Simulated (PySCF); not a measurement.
## Calculated data, CH3B2O, CH3BClN

All values are calculated (PySCF 2.14.0). Calculation on a computer-drawn molecule: optimised geometry and harmonic frequencies of an isolated molecule of the commonest isotopes, restricted reference for singlets and unrestricted otherwise, frozen core in MP2.

Common to all runs: charge 0.

(1) CH3B2O

Start structure:
```xyz
7
CH3B2O
C      0.9594    -0.0967     1.5801
B      2.3384    -0.1254     1.8514
B      3.4307    -0.1251     0.5931
O      4.2072    -0.1072    -0.2761
H      0.4605    -0.5096     0.7066
H      0.1891     0.4767     2.2195
H      2.7028    -0.1183     2.9766
```

Here we set multiplicity 2, method HF and basis cc-pVDZ.

Drawn bonds:
```
atom  other atom  order
   1           2      1
   2           3      1
   3           4      2
   1           5      1
   1           6      1
   2           7      1
```

(2) CH3BClN

Start structure:
```xyz
7
CH3BClN
C     -2.5915    -0.3570     2.1729
N     -2.6729    -1.6177     2.8060
B     -2.7432    -2.7076     3.3534
Cl    -2.8417    -4.2352     4.1205
H     -3.4411    -0.2016     1.5055
H     -1.6778    -0.2775     1.5812
H     -2.5884     0.4484     2.9096
```

Here we set multiplicity 1, method MP2 and basis cc-pV(D+d)Z.

Drawn bonds:
```
atom  other atom  order
   1           2      1
   2           3      2
   3           4      1
   1           5      1
   1           6      1
   1           7      1
```

Questions
1. Give the missing rotational constants for CH3B2O (entry 1).
2. What total energy does the calculation give for CH3B2O (entry 1)?
3. What total energy does the calculation give for CH3BClN (entry 2)?
4. Give the missing rotational constants for CH3BClN (entry 2).
5. Give the table of modes values for CH3BClN (entry 2).

Calculated values
1. 40.23, 3.743, 3.424 GHz
2. -163.8645 hartree
3. -578.8250 hartree
4. 157.3, 2.102, 2.102 GHz
5. 
Modes:
```
frequency (cm⁻¹)  reduced mass (dalton)
           154.3                  3.938
           154.4                  3.938
           349.8                  10.26
           349.9                  10.26
           556.5                  8.216
            1140                   6.43
            1150                  1.311
            1150                  1.311
            1461                  1.198
            1497                  1.037
            1497                  1.037
            2097                  11.71
            3074                  1.033
            3167                  1.105
            3167                  1.105
```

Further results for CH3B2O (entry 1):

* spin squared: 0.7567
* convergence status largest gradient component: 2.745e-05 hartree/bohr

Optimised structure:
```xyz
7
CH3B2O
C      0.8510    -0.0616     1.5765
B      2.3567    -0.0318     1.8526
B      3.4926    -0.1810     0.5889
O      4.2819    -0.2850    -0.2939
H      0.4273    -0.1767     0.5839
H      0.1179     0.0322     2.3714
H      2.7606     0.0982     2.9718
```

Modes:
```
frequency (cm⁻¹)  reduced mass (dalton)
           182.6                  3.944
           250.8                  1.295
           393.2                  2.531
           510.4                  4.997
           686.7                  3.372
           763.6                  1.299
           890.1                  1.703
             925                  1.312
            1111                  1.863
            1273                  2.314
            1570                  1.207
            2144                  12.24
            2731                  1.094
            3282                  1.056
            3373                  1.114
```

Further results for CH3BClN (entry 2):

* convergence status largest gradient component: 1.885e-05 hartree/bohr

Optimised structure:
```xyz
7
CH3BClN
C     -2.5909    -0.3477     2.1682
N     -2.6726    -1.6136     2.8039
B     -2.7448    -2.7323     3.3658
Cl    -2.8434    -4.2608     4.1334
H     -3.4496    -0.1914     1.4941
H     -1.6675    -0.2680     1.5706
H     -2.5879     0.4656     2.9131
```
